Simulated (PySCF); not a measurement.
# Telling isomers of C$_{7}$H$_{8}$O apart by NMR

Non-relativistic, one computed conformer, one averaged value for each set of equivalent atoms, no solvent. PBE0-D3(BJ)/def2-SVP geometry; GIAO PBE0/pcSseg-1 shieldings; J couplings at B3LYP/pcJ-1 (spin–dipole term left out of most H,H and C,H couplings); PySCF 2.14.0 with density-fitted response routines.

δ = σ(ref) − σ, references computed at the same level: ¹H (σref 31.27), ¹³C (σref 184.41) against TMS. Multiplet labels drop J under 1 Hz and among equivalent protons, and merge close values. Unscaled 3J(H,H) run several per cent high. Shifts are as computed. Against solution values, carbons near 30 ppm lie about +2 ppm off and those near 130 ppm about +5 ppm (rms about the fit 1.9 ppm; single classes can miss by 10 ppm). Of 1328 compounds with measured shifts, 309 miss one by over three times the rms of a fit or turn the order of signals round; such compounds aren't used in these exercises. Signals without a measured value on file couldn't be tested in this way; 1H shifts scatter by 0.2 ppm about their fit, and single ones miss by 0.5 ppm. OH and NH positions are gas-phase values without hydrogen bonding to other molecules.

(1) Tabulate the signals of `Cc1ccc(O)cc1`, `c1cc(C2CC2)co1` and their relative energies.

(2) What is the quickest way to tell Cc1ccc(O)cc1 from c1cc(C2CC2)co1?

## Answers

(1) 
```json
{"SMILES": "Cc1ccc(O)cc1", "carbon types": "2×C 4×CH 1×CH3", "δC": "160.0, 135.8, 132.8, 117.9, 22.2", "δH": "7.14 (d, 2H), 6.67 (d, 2H), 3.63 (br s, 1H), 2.28 (s, 3H)", "E rel. (kcal/mol)": "0.0"}
{"SMILES": "c1cc(C2CC2)co1", "carbon types": "1×C 4×CH 2×CH2", "δC": "146.9, 142.7, 134.4, 110.4, 11.1, 8.6", "δH": "7.42 (d, 1H), 7.27 (dd, 1H), 5.95 (d, 1H), 1.52 (tt, 1H), 0.90 (m, 2H), 0.54 (m, 2H)", "E rel. (kcal/mol)": "36.4"}
```

Energies are electronic energies at PBE0/pcSseg-1 on these geometries, without zero-point or thermal terms, each for the one conformer computed, which needn't be the lowest.

(2) Count the carbon signals: 5 against 6. The first has a methyl carbon on an aromatic ring (CH3) at 22.2 ppm, the second a three-membered-ring carbon (CH2) at 11.1 ppm. Their most deshielded carbons lie at 160.0 and 146.9 ppm.
